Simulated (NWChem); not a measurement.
The numbers come from NWChem runs, not from measurements. System: Cl2Se, charge 0, spin multiplicity 1, at a geometry optimised with PBE0/def2-SVP. The structure started from a generated list of species. Level: M06-2X/def2-TZVP.

Input file:

```
start mol
memory heap 200 mb stack 900 mb global 1100 mb
geometry units angstroms nocenter noautoz
  Se     0.000000     0.000000    -0.684105
  Cl    -1.684852     0.000000     0.684105
  Cl     1.684852     0.000000     0.684105
  symmetry group C2v
end
basis spherical
  * library def2-tzvp
end
dft
  xc m06-2x
  semidirect memsize 60000000 filesize 0
  iterations 100
  grid fine
end
task dft energy
```

Output (cleaned and shortened):

```
             Northwest Computational Chemistry Package (NWChem) 7.3.0
             --------------------------------------------------------

                                NWChem Input Module
                                -------------------

 Scaling coordinates for geometry "geometry" by  1.889725989
 (inverse scale =  0.529177249)

 Turning off AUTOSYM since
 SYMMETRY directive was detected!

                             Geometry "geometry" -> ""
                             -------------------------

 Output coordinates in angstroms (scale by  1.889725989 to convert to a.u.)

  No.       Tag          Charge          X              Y              Z
 ---- ---------------- ---------- -------------- -------------- --------------
    1 Se                  34.0000     0.00000000     0.00000000    -0.68410500
    2 Cl                  17.0000    -1.68485200     0.00000000     0.68410500
    3 Cl                  17.0000     1.68485200     0.00000000     0.68410500

 Effective nuclear repulsion energy (a.u.)     327.2325795109

            Nuclear Dipole moment (a.u.)
            ----------------------------
        X                 Y               Z
 ---------------- ---------------- ----------------
     0.0000000000     0.0000000000     0.0000000000

      Symmetry information
      --------------------

 Group name             C2v
 Group number             16
 Group order               4
 No. of unique centers     2

      Symmetry unique atoms

     1    2


 Summary of "ao basis" -> "" (spherical)
 ------------------------------------------------------------------------------
       Tag                 Description            Shells   Functions and Types
 ---------------- ------------------------------  ------  ---------------------
 *                         def2-tzvp                  on all atoms

                                 NWChem DFT Module
                                 -----------------

 Summary of "ao basis" -> "ao basis" (spherical)
 ------------------------------------------------------------------------------
       Tag                 Description            Shells   Functions and Types
 ---------------- ------------------------------  ------  ---------------------
 Se                        def2-tzvp                16       48   6s5p4d1f
 Cl                        def2-tzvp                13       37   5s5p2d1f

 Summary of "ao basis" -> "ao basis" (spherical)
 ------------------------------------------------------------------------------
       Tag                 Description            Shells   Functions and Types
 ---------------- ------------------------------  ------  ---------------------
 Se                        def2-tzvp                16       48   6s5p4d1f
 Cl                        def2-tzvp                13       37   5s5p2d1f

      Symmetry analysis of basis
      --------------------------

        a1         46
        a2         17
        b1         36
        b2         23

            General Information
            -------------------
          SCF calculation type: DFT
          Wavefunction type:  closed shell.
          No. of atoms     :     3
          No. of electrons :    68
           Alpha electrons :    34
            Beta electrons :    34
          Charge           :     0
          Spin multiplicity:     1
          Use of symmetry is: on ; symmetry adaption is: on
          Maximum number of iterations: 100
          AO basis - number of functions:   122
                     number of shells:    42
          Convergence on energy requested:  1.00D-06
          Convergence on density requested:  1.00D-05
          Convergence on gradient requested:  5.00D-04

              XC Information
              --------------
                       M06-2X Method XC Functional
                     Hartree-Fock (Exact) Exchange  0.540
                        M06-2X Exchange Functional  1.000
                      M06-2X Correlation Potential  1.000

             Grid Information
             ----------------
          Grid used for XC integration:  fine
          Radial quadrature: Mura-Knowles
          Angular quadrature: Lebedev.
          Tag              B.-S. Rad. Rad. Pts. Rad. Cut. Ang. Pts.
          ---              ---------- --------- --------- ---------
          Se                  1.15      140           8.0       974
          Cl                  1.00      123          10.0       770
          Grid pruning is: on
          Number of quadrature shells:   263
          Spatial weights used:  Erf1

          Convergence Information
          -----------------------
          Convergence aids based upon iterative change in
          total energy or number of iterations.
          Levelshifting, if invoked, occurs when the
          HOMO/LUMO gap drops below (HL_TOL):  1.00D-02
          DIIS, if invoked, will attempt to extrapolate
          using up to (NFOCK): 10 stored Fock matrices.

                    Damping( 0%)  Levelshifting(0.5)       DIIS
                  --------------- ------------------- ---------------
          dE  on:    start            ASAP                start
          dE off:    2 iters        100 iters           100 iters

      Screening Tolerance Information
      -------------------------------
          Density screening/tol_rho:  1.00D-10
          AO Gaussian exp screening on grid/accAOfunc:  14
          CD Gaussian exp screening on grid/accCDfunc:  20
          XC Gaussian exp screening on grid/accXCfunc:  20
          Schwarz screening/accCoul:  1.00D-08

      Superposition of Atomic Density Guess
      -------------------------------------

 Sum of atomic energies:       -3318.76190378

      Non-variational initial energy
      ------------------------------

 Total energy =   -3319.042928
 1-e energy   =   -5267.168930
 2-e energy   =    1620.893422
 HOMO         =      -0.224284
 LUMO         =      -0.063949

      Symmetry analysis of molecular orbitals - initial
      -------------------------------------------------

  Numbering of irreducible representations:

     1 a1          2 a2          3 b1          4 b2

  Orbital symmetries:

     1 a1          2 b1          3 a1          4 a1          5 b1
     6 a1          7 b2          8 b1          9 a1         10 a1
    11 b1         12 a1         13 a1         14 b2         15 b1
    16 a2         17 b1         18 a1         19 b2         20 b1
    21 a1         22 a2         23 a1         24 b2         25 a1
    26 b1         27 a1         28 b1         29 a1         30 b2
    31 a2         32 b1         33 a1         34 b2         35 a1
    36 b1         37 b1         38 a1         39 b2         40 a1
    41 a2         42 a1         43 b2         44 b1

------------------------------------------------------------
EAF file 0: "./mol.aoints.0" size=524288 bytes
------------------------------------------------------------
               write      read    awrite     aread      wait
               -----      ----    ------     -----      ----
     calls:        1         0         0         0         0
   data(b): 5.24e+05  0.00e+00  0.00e+00  0.00e+00
   time(s): 0.00e+00  0.00e+00  0.00e+00  0.00e+00  0.00e+00
rate(mb/s): 0.00e+00  0.00e+00
------------------------------------------------------------

   convergence    iter        energy       DeltaE   RMS-Dens  Diis-err    time
 ---------------- ----- ----------------- --------- --------- ---------  ------
 d= 0,ls=0.0,diis     1  -3321.9275002416 -3.65D+03  5.90D-03  1.51D+00     2.7
 d= 0,ls=0.0,diis     2  -3321.9379320685 -1.04D-02  4.43D-03  3.26D-01     2.9
 d= 0,ls=0.0,diis     3  -3321.9615758054 -2.36D-02  1.73D-03  1.50D-01     3.1
 d= 0,ls=0.0,diis     4  -3321.9786143537 -1.70D-02  1.89D-04  1.38D-03     3.3
 d= 0,ls=0.0,diis     5  -3321.9787439172 -1.30D-04  6.28D-05  4.65D-05     3.5
  Resetting Diis
 d= 0,ls=0.0,diis     6  -3321.9787514117 -7.49D-06  1.64D-05  5.09D-06     3.8
 d= 0,ls=0.0,diis     7  -3321.9787523771 -9.65D-07  4.74D-06  1.87D-07     4.0

         Total DFT energy =    -3321.978752377086
      One electron energy =    -5266.219559280833
           Coulomb energy =     1760.745144546932
    Exchange-Corr. energy =     -143.736917154134
 Nuclear repulsion energy =      327.232579510949

 Numeric. integr. density =       68.000000067802

     Total iterative time =      3.1s

                  Occupations of the irreducible representations
                  ----------------------------------------------

                     irrep           alpha         beta
                     --------     --------     --------
                     a1               15.0         15.0
                     a2                3.0          3.0
                     b1               10.0         10.0
                     b2                6.0          6.0

                       DFT Final Molecular Orbital Analysis
                       ------------------------------------

 Vector   32  Occ=2.000000D+00  E=-4.035395D-01  Symmetry=a1
              MO Center=  2.6D-14,  1.1D-15,  3.7D-01, r^2= 4.0D+00
   Bfn.  Coefficient  Atom+Function         Bfn.  Coefficient  Atom+Function
  ----- ------------  ---------------      ----- ------------  ---------------
    65      0.354959  2 Cl pz               102      0.354959  3 Cl pz
     6      0.238988  1 Se s                 68      0.229335  2 Cl pz
   105      0.229335  3 Cl pz                18     -0.199833  1 Se pz
    62      0.172766  2 Cl pz                99      0.172766  3 Cl pz
     5      0.168388  1 Se s                 56     -0.134328  2 Cl pz

 Vector   33  Occ=2.000000D+00  E=-3.996745D-01  Symmetry=b1
              MO Center= -7.5D-14,  4.1D-15,  6.3D-01, r^2= 4.1D+00
   Bfn.  Coefficient  Atom+Function         Bfn.  Coefficient  Atom+Function
  ----- ------------  ---------------      ----- ------------  ---------------
    63      0.322618  2 Cl px               100      0.322618  3 Cl px
    65      0.229397  2 Cl pz               102     -0.229397  3 Cl pz
    66      0.208340  2 Cl px               103      0.208340  3 Cl px
    60      0.154861  2 Cl px                97      0.154861  3 Cl px
    68      0.152828  2 Cl pz               105     -0.152828  3 Cl pz

 Vector   34  Occ=2.000000D+00  E=-3.033467D-01  Symmetry=b2
              MO Center=  1.3D-14, -1.7D-15, -2.8D-01, r^2= 3.0D+00
   Bfn.  Coefficient  Atom+Function         Bfn.  Coefficient  Atom+Function
  ----- ------------  ---------------      ----- ------------  ---------------
    17      0.498190  1 Se py                20      0.305779  1 Se py
    11     -0.293300  1 Se py                14      0.260343  1 Se py
    64     -0.229352  2 Cl py               101     -0.229352  3 Cl py
    67     -0.200162  2 Cl py               104     -0.200162  3 Cl py
    61     -0.120811  2 Cl py                98     -0.120811  3 Cl py

 Vector   35  Occ=0.000000D+00  E=-6.356768D-02  Symmetry=a1
              MO Center=  4.7D-14,  9.6D-16, -6.5D-02, r^2= 4.0D+00
   Bfn.  Coefficient  Atom+Function         Bfn.  Coefficient  Atom+Function
  ----- ------------  ---------------      ----- ------------  ---------------
    21      0.513098  1 Se pz                 6      0.485551  1 Se s
    18      0.462123  1 Se pz                66     -0.353577  2 Cl px
   103      0.353577  3 Cl px                53     -0.279590  2 Cl s
    90     -0.279590  3 Cl s                  5      0.246128  1 Se s
    12     -0.238968  1 Se pz                63     -0.236572  2 Cl px

 Vector   36  Occ=0.000000D+00  E=-5.413387D-02  Symmetry=b1
              MO Center= -6.1D-14, -6.5D-17, -3.7D-01, r^2= 3.7D+00
   Bfn.  Coefficient  Atom+Function         Bfn.  Coefficient  Atom+Function
  ----- ------------  ---------------      ----- ------------  ---------------
    19      0.599514  1 Se px                16      0.500024  1 Se px
    53      0.287340  2 Cl s                 90     -0.287340  3 Cl s
    68     -0.285789  2 Cl pz               105      0.285789  3 Cl pz
    10     -0.265241  1 Se px                13      0.225456  1 Se px
    65     -0.199529  2 Cl pz               102      0.199529  3 Cl pz

 Vector   37  Occ=0.000000D+00  E= 1.929905D-01  Symmetry=b1
              MO Center=  1.1D-13, -1.0D-15, -7.4D-01, r^2= 5.4D+00
   Bfn.  Coefficient  Atom+Function         Bfn.  Coefficient  Atom+Function
  ----- ------------  ---------------      ----- ------------  ---------------
    19      1.805962  1 Se px                16     -0.989223  1 Se px
    53      0.570264  2 Cl s                 90     -0.570264  3 Cl s
    40     -0.185104  1 Se d  1              10      0.174875  1 Se px
    68     -0.152596  2 Cl pz               105      0.152596  3 Cl pz
    77      0.147751  2 Cl d  1             114      0.147751  3 Cl d  1

 center of mass
 --------------
 x =   0.00000000 y =   0.00000000 z =  -0.07799389

 moments of inertia (a.u.)
 ------------------
         247.871111786390           0.000000000000           0.000000000000
           0.000000000000         956.848742775996           0.000000000000
           0.000000000000           0.000000000000         708.977630989605

     Multipole analysis of the density
     ---------------------------------

     L   x y z        total         alpha         beta         nuclear
     -   - - -        -----         -----         ----         -------
     0   0 0 0     -0.000000    -34.000000    -34.000000     68.000000

     1   1 0 0     -0.000000     -0.000000     -0.000000      0.000000
     1   0 1 0      0.000000      0.000000      0.000000      0.000000
     1   0 0 1     -0.433199     -0.216599     -0.216599      0.000000

     2   2 0 0    -31.713030   -188.190174   -188.190174    344.667318
     2   1 1 0     -0.000000     -0.000000     -0.000000      0.000000
     2   1 0 1      0.000000      0.000000      0.000000      0.000000
     2   0 2 0    -33.351925    -16.675963    -16.675963      0.000000
     2   0 1 1     -0.000000     -0.000000     -0.000000      0.000000
     2   0 0 2    -30.419123    -72.032294    -72.032294    113.645466

 Task  times  cpu:        4.0s     wall:        4.0s

 Total times  cpu:        4.0s     wall:        4.0s
```
